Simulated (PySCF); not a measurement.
PySCF input for C2H6ClFSi, SMILES F[C@@H](Cl)C[SiH3], TDDFT-B3LYP/def2-SVPD. Coordinates come from a PBE-D3(BJ)/def2-SVP optimisation. The structure was generated by enumeration; whether it is a known compound was not checked. The values are those of a single conformer.

```python
import numpy as np
from pyscf import gto, scf, dft, tdscf

mol = gto.M(
    atom='''
    F    -1.11274349   -1.37953905    0.36327382
    C    -0.97677196   -0.26778212   -0.42268111
    Cl   -1.11356331    1.21200754    0.62383553
    C     0.35336443   -0.29225472   -1.14697718
    Si    1.90930929   -0.23288416   -0.03218693
    H    -1.85039264   -0.21958366   -1.10623054
    H     0.39877730    0.55730997   -1.85911350
    H     0.38771109   -1.22351643   -1.75316086
    H     1.76449315   -1.15470174    1.14291339
    H     3.07060054   -0.69084812   -0.87298963
    H     2.18419338    1.16366251    0.44247955
    ''',
    basis='def2-SVPD',
    charge=0,
    spin=0,
    max_memory=1600,
    verbose=4,
)
mf = dft.RKS(mol, xc='b3lyp').density_fit(auxbasis='def2-universal-jkfit')
mf.grids.level = 3
mf.conv_tol = 1e-9
mf.max_cycle = 100
mf.kernel()
mf.grids = dft.Grids(mol).set(level=1).build(with_non0tab=True)  # coarser grid for the response kernel
td = tdscf.TDDFT(mf)
td.singlet = True
td.nstates = 10
td.conv_tol = 1e-4
td.positive_eig_threshold = 1e-6
td.kernel(x0=td.get_init_guess(mf, 15))
td.analyze()
tt = tdscf.TDA(mf)
tt.singlet = False
tt.nstates = 4
tt.conv_tol = 1e-4
tt.positive_eig_threshold = 1e-6
tt.kernel(x0=tt.get_init_guess(mf, 9))
tt.analyze(verbose=3)
```

Log of the run:

```
PySCF version 2.14.0

[INPUT] verbose = 4
[INPUT] num. atoms = 11
[INPUT] num. electrons = 58
[INPUT] charge = 0
[INPUT] spin (= nelec alpha-beta = 2S) = 0
[INPUT] symmetry False subgroup None
[INPUT] Mole.unit = angstrom
[INPUT] Symbol           X                Y                Z      unit          X                Y                Z       unit  Magmom
[INPUT]  1 F     -1.112743490000  -1.379539050000   0.363273820000 AA   -2.102780442993  -2.606950982643   0.686488028025 Bohr   0.0
[INPUT]  2 C     -0.976771960000  -0.267782120000  -0.422681110000 AA   -1.845831490555  -0.506034867855  -0.798751535927 Bohr   0.0
[INPUT]  3 Cl    -1.113563310000   1.212007540000   0.623835530000 AA   -2.104329678264   2.290362311508   1.178878298473 Bohr   0.0
[INPUT]  4 C      0.353364430000  -0.292254720000  -1.146977180000 AA    0.667761994863  -0.552281379411  -2.167472741326 Bohr   0.0
[INPUT]  5 Si     1.909309290000  -0.232884160000  -0.032186930000 AA    3.608071645188  -0.440087281149  -0.060824482491 Bohr   0.0
[INPUT]  6 H     -1.850392640000  -0.219583660000  -1.106230540000 AA   -3.496735312511  -0.414952978830  -2.090472751230 Bohr   0.0
[INPUT]  7 H      0.398777300000   0.557309970000  -1.859113500000 AA    0.753579881694   1.053163209790  -3.513215349482 Bohr   0.0
[INPUT]  8 H      0.387711090000  -1.223516430000  -1.753160860000 AA    0.732667775557  -2.312110961606  -3.312993877707 Bohr   0.0
[INPUT]  9 H      1.764493150000  -1.154701740000   1.142913390000 AA    3.334408802171  -2.182070044159   2.159793291198 Bohr   0.0
[INPUT] 10 H      3.070600540000  -0.690848120000  -0.872989630000 AA    5.802594058542  -1.305513740471  -1.649711310285 Bohr   0.0
[INPUT] 11 H      2.184193380000   1.163662510000   0.442479550000 AA    4.127527291288   2.199003445324   0.836165165221 Bohr   0.0

nuclear repulsion = 291.778234607625
number of shells = 70
number of NR pGTOs = 240
number of NR cGTOs = 162
basis = def2-SVPD
ecp = {}


[settings echo left out]
init E= -929.1647148002
  HOMO = -0.334598598835306  LUMO = -0.0358072267281551  gap/eV = 8.13053
cycle= 1 E= -928.975962683584  delta_E= 0.189  |g|= 0.546  |ddm|= 3.68
  HOMO = -0.295741721146066  LUMO = -0.0258748181050676  gap/eV = 7.34345
cycle= 2 E= -928.902547788107  delta_E= 0.0734  |g|= 0.851  |ddm|= 1.35
  HOMO = -0.310272878953247  LUMO = -0.00471629921141536  gap/eV = 8.31462
cycle= 3 E= -929.036745128995  delta_E= -0.134  |g|= 0.076  |ddm|= 0.776
  HOMO = -0.318685336551533  LUMO = -0.0101928583322426  gap/eV = 8.39451
cycle= 4 E= -929.037776152668  delta_E= -0.00103  |g|= 0.0334  |ddm|= 0.106
  HOMO = -0.317367998398075  LUMO = -0.00915082325528216  gap/eV = 8.38702
cycle= 5 E= -929.038031304114  delta_E= -0.000255  |g|= 0.00562  |ddm|= 0.0408
  HOMO = -0.316908704366119  LUMO = -0.00863245626278575  gap/eV = 8.38862
cycle= 6 E= -929.038039575186  delta_E= -8.27e-06  |g|= 0.0015  |ddm|= 0.0106
  HOMO = -0.317111279764261  LUMO = -0.00880859193998296  gap/eV = 8.38934
cycle= 7 E= -929.038040112419  delta_E= -5.37e-07  |g|= 0.000371  |ddm|= 0.00256
  HOMO = -0.317109138620324  LUMO = -0.00878714681144821  gap/eV = 8.38987
cycle= 8 E= -929.038040142414  delta_E= -3e-08  |g|= 0.000137  |ddm|= 0.000635
  HOMO = -0.317093003336109  LUMO = -0.00878321437518936  gap/eV = 8.38954
cycle= 9 E= -929.038040147473  delta_E= -5.06e-09  |g|= 2.12e-05  |ddm|= 0.000221
  HOMO = -0.31709627926991  LUMO = -0.00878506452762107  gap/eV = 8.38958
cycle= 10 E= -929.038040147589  delta_E= -1.17e-10  |g|= 5.36e-06  |ddm|= 4.17e-05
  HOMO = -0.317095685423145  LUMO = -0.00878454086904767  gap/eV = 8.38957
Extra cycle  E= -929.038040147594  delta_E= -4.09e-12  |g|= 4.84e-06  |ddm|= 1.8e-05
converged SCF energy = -929.038040147594
tot grids = 43224
Overwritten attributes  positive_eig_threshold  of <class 'pyscf.tdscf.rks.TDDFT'>


******** <class 'pyscf.tdscf.rks.TDDFT'> for <class 'pyscf.df.df_jk.DFRKS'> ********
nstates = 10 singlet
deg_eia_thresh = 1.000e-03
wfnsym = None
conv_tol = 0.0001
eigh lindep = 1e-12
eigh level_shift = 0
eigh max_cycle = 100


Excitation energies (eV)
[7.09325877 7.41342115 7.80291159 7.9105727  8.134064   8.32132268
 8.33071368 8.39718474 8.43888654 8.52377497]

** Singlet excitation energies and oscillator strengths **
Excited State   1:      7.09326 eV    174.79 nm  f=0.0006
      29 -> 30       -0.68777
Excited State   2:      7.41342 eV    167.24 nm  f=0.0025
      28 -> 30       -0.68684
Excited State   3:      7.80291 eV    158.89 nm  f=0.0225
      29 -> 31        0.68304
      29 -> 33       -0.10808
Excited State   4:      7.91057 eV    156.73 nm  f=0.0407
      27 -> 30       -0.68134
Excited State   5:      8.13406 eV    152.43 nm  f=0.0180
      28 -> 31        0.69174
Excited State   6:      8.32132 eV    149.00 nm  f=0.0395
      25 -> 30        0.14846
      27 -> 31        0.66947
Excited State   7:      8.33071 eV    148.83 nm  f=0.0100
      25 -> 30       -0.19584
      26 -> 30        0.63915
Excited State   8:      8.39718 eV    147.65 nm  f=0.0019
      25 -> 30        0.47721
      26 -> 30        0.16070
      29 -> 32        0.16646
      29 -> 33       -0.41938
Excited State   9:      8.43889 eV    146.92 nm  f=0.0111
      25 -> 30       -0.42419
      26 -> 30       -0.11626
      27 -> 31        0.16839
      29 -> 32        0.18259
      29 -> 33       -0.45474
Excited State  10:      8.52377 eV    145.46 nm  f=0.0290
      26 -> 30        0.10289
      29 -> 32        0.63097
      29 -> 33        0.26320

** Transition electric dipole moments (AU) **
state          X           Y           Z        Dip. S.      Osc.
  1        -0.0270      0.0384      0.0378      0.0036      0.0006
  2        -0.0792      0.0455      0.0739      0.0138      0.0025
  3        -0.2622      0.1647      0.1474      0.1176      0.0225
  4        -0.3772      0.2607     -0.0010      0.2102      0.0407
  5         0.0540      0.1788     -0.2358      0.0905      0.0180
  6         0.2466     -0.2564     -0.2595      0.1939      0.0395
  7        -0.1780     -0.1275     -0.0286      0.0488      0.0100
  8        -0.0447      0.0665      0.0546      0.0094      0.0019
  9         0.1567     -0.1667      0.0357      0.0536      0.0111
 10         0.3603      0.0119      0.0943      0.1389      0.0290

** Transition velocity dipole moments (imaginary part, AU) **
state          X           Y           Z        Dip. S.      Osc.
  1        -0.0029      0.0095      0.0104      0.0002      0.0005
  2        -0.0210      0.0117      0.0236      0.0011      0.0028
  3        -0.0747      0.0490      0.0435      0.0099      0.0229
  4        -0.1110      0.0768     -0.0024      0.0182      0.0418
  5         0.0152      0.0517     -0.0710      0.0079      0.0177
  6         0.0720     -0.0786     -0.0794      0.0177      0.0385
  7        -0.0552     -0.0399     -0.0099      0.0047      0.0103
  8        -0.0125      0.0196      0.0168      0.0008      0.0018
  9         0.0502     -0.0550      0.0111      0.0057      0.0122
 10         0.1172      0.0057      0.0316      0.0148      0.0314

** Transition magnetic dipole moments (imaginary part, AU) **
state          X           Y           Z
  1         0.0161      0.0399     -0.1472
  2         0.5494     -0.2072      0.2543
  3         0.1471      0.5916     -0.6770
  4        -0.2029     -0.8176      0.6255
  5         0.4947      0.3765      0.3296
  6        -0.3909     -0.0616      0.3530
  7         0.2537     -0.4588     -0.0212
  8        -0.1117      0.6568      0.1549
  9        -0.1655      0.1740      0.1404
 10        -0.0957      0.3282      0.1108
Overwritten attributes  positive_eig_threshold  of <class 'pyscf.tdscf.rks.TDA'>


******** <class 'pyscf.tdscf.rks.TDA'> for <class 'pyscf.df.df_jk.DFRKS'> ********
nstates = 4 triplet
deg_eia_thresh = 1.000e-03
wfnsym = None
conv_tol = 0.0001
eigh lindep = 1e-12
eigh level_shift = 0
eigh max_cycle = 100


Excitation energies (eV)
[6.43136474 6.70902216 7.49390351 7.65097758]

** Triplet excitation energies and oscillator strengths **
Excited State   1:      6.43136 eV    192.78 nm  f=0.0000
Excited State   2:      6.70902 eV    184.80 nm  f=0.0000
Excited State   3:      7.49390 eV    165.45 nm  f=0.0000
Excited State   4:      7.65098 eV    162.05 nm  f=0.0000
```

Self-consistency was reached.
